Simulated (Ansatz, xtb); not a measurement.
# Relative energy of two isomers of C7H4BN

We compare I, `C#CB1C=CC=C1C#N`, a singlet, with II, `C#CC1=CC=C(C#N)B1`, a singlet. Both are isolated molecules in the gas phase, relaxed with PBE0-D3(BJ)/def2-SVP.

Quicker runs give these differences E(II) − E(I): GFN2-xTB −14.1 kJ/mol; HF/STO-3G +56.1 kJ/mol (at GFN2-xTB geometries); r2SCAN-D4/def2-SVP +57.0 kJ/mol (at GFN2-xTB geometries).

**Question.** Estimate E(II) − E(I) at the level CCSD(T)/def2-SVP + ΔMP2/def2-TZVPP.

**Answer.** Calculated at CCSD(T)/def2-SVP + ΔMP2/def2-TZVPP: E(II) − E(I) = +61.8 kJ/mol, so structure I lies lower.

The same difference at several levels:

```tsv
level	geometry	E(II) − E(I) (kJ/mol)	departure from the last row (kJ/mol)	job, with rough time for the two
GFN2-xTB	GFN2-xTB	−14.1	−75.9	optimisation, 0.72 s
HF/STO-3G	GFN2-xTB	+56.1	−5.6	single point, 2.1 s
r2SCAN-D4/def2-SVP	GFN2-xTB	+57.0	−4.7	single point, 12 s
PBE0-D3(BJ)/def2-SVP	PBE0-D3(BJ)/def2-SVP	+54.8	−7.0	optimisation, 2.6 min
HF/def2-SVP	PBE0-D3(BJ)/def2-SVP	+58.3	−3.5	part of the CCSD(T) run
MP2/def2-SVP	PBE0-D3(BJ)/def2-SVP	+57.1	−4.7	part of the CCSD(T) run
CCSD(T)/def2-SVP	PBE0-D3(BJ)/def2-SVP	+58.7	−3.1	single point
CCSD(T)/def2-SVP + ΔMP2/def2-TZVPP	PBE0-D3(BJ)/def2-SVP	+61.8		single point, 5.2 min
```

As drawn, II has 1 C–C, 1 B–H in place of 1 C–B, 1 C–H.

GFN2-xTB puts the two in the other order. The largest departure from CCSD(T)/def2-SVP + ΔMP2/def2-TZVPP is that of GFN2-xTB, 75.9 kJ/mol. The last row adds to CCSD(T) the change of the MP2 difference between the two basis sets, here +3.1 kJ/mol.

With thermal terms from frequencies at re-optimised GFN2-xTB minima (ideal gas, soft modes damped towards free rotors, one conformer each, 298.15 K, 1 atm): the zero-point term adds −5.5 kJ/mol; ΔH is +56.6 and ΔG +56.9 kJ/mol.

The correlated steps freeze 9 core orbitals. Run with Ansatz 0.2.0, xtb 6.7.1; the last row on 2 threads of Intel(R) Xeon(R) Processor @ 2.50GHz (Skylake/Cascade Lake) on a shared host.
